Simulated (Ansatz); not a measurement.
Z-matrix (Å, degrees):
```
Si
O 1 1.6419
H 2 0.9584 1 117.70
O 1 1.6419 2 113.53 3 -65.96
H 4 0.9584 1 117.70 2 -65.96
H 1 1.4812 2 111.47 3 50.90
H 1 1.4812 6 112.95 4 120.92
```
Charge +1, spin multiplicity 2.

Calculation: frozen-core CCSD(T)/def2-TZVPP // PBE0-D4/def2-TZVP (Ansatz, an electronic-structure program). The geometry is that of the parent before the electron was removed.

HF energy: -440.74829 Ha
MP2 correlation energy: -0.59505 Ha

**Question.** Estimate the CCSD correlation energy, the (T) correction, the total energy and the T1 diagnostic.

**Answer.** 
```json
{
  "CCSD correlation energy": "-0.61519 Ha",
  "(T) correction": "-0.02515 Ha",
  "CCSD(T) total energy": "-441.38863 Ha",
  "T1 diagnostic": "0.052"
}
```
